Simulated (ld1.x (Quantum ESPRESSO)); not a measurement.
Plane-wave convergence, TM potential for Cl

chlorine, norm-conserving Troullier–Martins (Kleinman–Bylander form), made with ld1.x (Quantum ESPRESSO) 7.5 (LDA (PZ), scalar-relativistic). Core [Ne], reference 3s2 3p3.5 (charge +1.5). Waves: 3s (bound): rc 0.90 bohr; 3p (bound): rc 1.00 bohr; 3d channel at 0.2 Ry: rc 1.05 bohr. Local part: the d channel. Core correction: none.

The pseudo-atom Hamiltonian at the reference potential is diagonalised in spherical Bessel functions j_l(qr) that vanish at 20 bohr, with q² up to the cutoff. All-electron valence levels (Ry): 3s -2.8155, 3p -1.8724.

Q: How do the lowest levels (Ry) of each channel move with the cutoff, and are there ghosts?

A:

```json
{"cutoff (Ry)": "8", "s #1": "-2.3749", "s #2": "-0.5661", "p #1": "-1.7453", "d #1": "-0.4912", "f #1": "-0.1457", "Σ f·Δε (mRy)": "1327.5"}
{"cutoff (Ry)": "18", "s #1": "-2.6901", "s #2": "-0.6169", "p #1": "-1.7997", "d #1": "-0.5616", "f #1": "-0.1457", "Σ f·Δε (mRy)": "506.6"}
{"cutoff (Ry)": "35", "s #1": "-2.8295", "s #2": "-0.6387", "p #1": "-1.8058", "d #1": "-0.6050", "f #1": "-0.1457", "Σ f·Δε (mRy)": "262.4"}
{"cutoff (Ry)": "55", "s #1": "-2.8629", "s #2": "-0.6847", "p #1": "-1.8106", "d #1": "-0.6291", "f #1": "-0.1457", "Σ f·Δε (mRy)": "312.5"}
{"cutoff (Ry)": "90", "s #1": "-3.2922", "s #2": "-2.7969", "p #1": "-1.8550", "d #1": "-0.6421", "f #1": "-0.1457", "Σ f·Δε (mRy)": "99.6"}
{"cutoff (Ry)": "140", "s #1": "-3.4643", "s #2": "-2.8121", "p #1": "-1.8721", "d #1": "-0.6441", "f #1": "-0.1457", "Σ f·Δε (mRy)": "9.1"}
{"cutoff (Ry)": "230", "s #1": "-3.4767", "s #2": "-2.8140", "p #1": "-1.8726", "d #1": "-0.6442", "f #1": "-0.1457", "Σ f·Δε (mRy)": "3.6"}
{"cutoff (Ry)": "400", "s #1": "-3.4815", "s #2": "-2.8155", "p #1": "-1.8728", "d #1": "-0.6442", "f #1": "-0.1457", "Σ f·Δε (mRy)": "0.0"}
```

Result: ghost state, extra bound levels that the all-electron valence spectrum of the same l lacks: s at -47.4 eV (a true bound ghost makes a file unfit for plane-wave use); 10 mRy is reached at 140 Ry and 1 mRy at 300 Ry.
